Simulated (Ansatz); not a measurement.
Mulliken charges of `[NH2][GeH2][SnH3]` from ωB97M-V/def2-TZVPP in Ansatz (PBE0-D4/def2-TZVP geometry).

| atom | x (Å) | y (Å) | z (Å) | charge (e) |
| --- | --- | --- | --- | --- |
| N1 | -1.679 | 0.504 | -0.791 | -0.371 |
| Ge2 | 0.107 | 0.863 | -0.467 | 0.136 |
| Sn3 | 0.980 | -1.033 | 1.080 | 0.292 |
| H4 | -1.833 | -0.374 | -1.267 | 0.107 |
| H5 | -2.146 | 1.232 | -1.317 | 0.104 |
| H6 | 0.144 | 2.237 | 0.227 | 0.008 |
| H7 | 0.971 | 0.962 | -1.751 | -0.016 |
| H8 | 0.535 | -2.553 | 0.438 | -0.091 |
| H9 | 0.320 | -0.900 | 2.648 | -0.083 |
| H10 | 2.683 | -0.989 | 1.203 | -0.087 |

**Question.** By hand: the dipole of these point charges (1 e Å = 4.8032 D).

**Answer.** Σ q r = (0.181, 0.112, -0.062) e Å, of length 0.222 e Å = 1.07 D.

**Question.** How does the dipole of the full density compare? (Estimate.)

**Answer.** Ansatz gave: (-0.041, 0.040, -0.250) e Å, 1.23 D; the point charges give 0.87 times that, at 77° from its direction.

Point charges leave out the atoms' own dipoles, such as those of lone pairs, and Mulliken's split depends on the basis, so the two needn't agree.
